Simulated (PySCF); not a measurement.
C2H10GeSi, SMILES [GeH3][SiH](C)C.

The structure is a stationary point at PBE0-D3(BJ)/def2-SVP. The structure was generated by enumeration, and PubChem lists no compound with its InChIKey, so it may never have been made.

Calculation: PBE0-D3(BJ)/def2-SVP (PySCF).

Frequencies are harmonic and unscaled.

Question: Give all harmonic wavenumbers and intensities. (The exact figures need the calculation; the answer reports its results.)

Answer: 
| mode | ν (cm⁻¹) | IR (km/mol) | moving atoms (share of kinetic energy) |
|---|---|---|---|
| 1 | 81 | 0.0 | H 96 % |
| 2 | 124 | 1.2 | C 44 %, H 31 %, Si 17 % |
| 3 | 146 | 0.8 | H 48 %, C 29 %, Ge 13 %, Si 10 % |
| 4 | 165 | 0.0 | H 98 % |
| 5 | 176 | 0.5 | H 83 %, C 11 % |
| 6 | 204 | 2.0 | H 39 %, C 36 %, Si 25 % |
| 7 | 346 | 0.8 | Si 49 %, Ge 25 %, H 18 % |
| 8 | 438 | 16.0 | H 85 %, Si 10 % |
| 9 | 449 | 14.3 | H 91 % |
| 10 | 613 | 4.2 | H 94 % |
| 11 | 655 | 3.3 | C 49 %, H 37 %, Si 13 % |
| 12 | 688 | 45.1 | H 78 %, Si 11 %, C 10 % |
| 13 | 707 | 4.4 | H 53 %, C 34 %, Si 13 % |
| 14 | 762 | 17.1 | H 49 %, C 25 %, Si 25 % |
| 15 | 792 | 306.6 | H 94 % |
| 16 | 857 | 25.2 | H 69 %, C 23 %, Si 8 % |
| 17 | 885 | 0.1 | H 94 % |
| 18 | 887 | 84.3 | H 75 %, C 14 %, Si 11 % |
| 19 | 890 | 38.0 | H 98 % |
| 20 | 902 | 113.8 | H 86 % |
| 21 | 1258 | 27.8 | H 78 %, C 22 % |
| 22 | 1264 | 10.4 | H 80 %, C 20 % |
| 23 | 1425 | 0.0 | H 96 % |
| 24 | 1427 | 4.2 | H 96 % |
| 25 | 1434 | 6.0 | H 96 % |
| 26 | 1437 | 8.7 | H 96 % |
| 27 | 2129 | 91.6 | H 99 % |
| 28 | 2137 | 105.5 | H 99 % |
| 29 | 2141 | 128.1 | H 98 % |
| 30 | 2199 | 135.1 | H 97 % |
| 31 | 3055 | 3.7 | H 97 % |
| 32 | 3055 | 3.4 | H 97 % |
| 33 | 3159 | 0.0 | H 91 %, C 9 % |
| 34 | 3159 | 4.7 | H 91 %, C 9 % |
| 35 | 3166 | 2.7 | H 91 %, C 9 % |
| 36 | 3166 | 1.2 | H 91 %, C 9 % |
